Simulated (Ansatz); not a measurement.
`F[SiH]1CS1` and `I[SiH]1CS1` differ in one atom or group.

Ansatz, PBE0-D4/def2-TZVP geometries, multiplicity 1. 

Elements past krypton have def2 core potentials.

| property | `F[SiH]1CS1` |
| --- | --- |
| HOMO energy (PBE0/def2-TZVPP) / eV | -7.37 |
| HOMO energy (B3LYP/def2-TZVPP) / eV | -7.10 |
| LUMO energy (ωB97M-V/def2-TZVPP) / eV | 1.80 |
| LUMO energy (B3LYP/def2-TZVPP) / eV | -0.32 |
| size of the dipole moment (PBE/def2-TZVPP) / D | 1.55 |
| HOMO–LUMO gap (ωB97M-V/def2-TZVPP) / eV | 11.34 |

Task: Give the same properties after the change, and the shifts. (Best estimate.)

Result: The calculation gave: 
```csv
property,`I[SiH]1CS1`,shift
HOMO energy (PBE0/def2-TZVPP) / eV,-7.23,0.14
HOMO energy (B3LYP/def2-TZVPP) / eV,-6.96,0.14
LUMO energy (ωB97M-V/def2-TZVPP) / eV,0.81,-0.99
LUMO energy (B3LYP/def2-TZVPP) / eV,-1.27,-0.95
size of the dipole moment (PBE/def2-TZVPP) / D,1.32,-0.23
HOMO–LUMO gap (ωB97M-V/def2-TZVPP) / eV,10.17,-1.17
```

With PBE0 the HOMO rises by 0.14 eV and the LUMO falls by 0.98 eV, so the gap narrows by about 1.12 eV. PBE moves the HOMO by 0.10 eV and ωB97M-V by 0.18 eV. Dipoles are sizes alone; their direction can turn.

B3LYP here is the variant with VWN-RPA as its local correlation; programs differ in this.

Spin–orbit coupling is left out; it splits and shifts lone-pair levels of the heavy atoms by tenths of an eV.
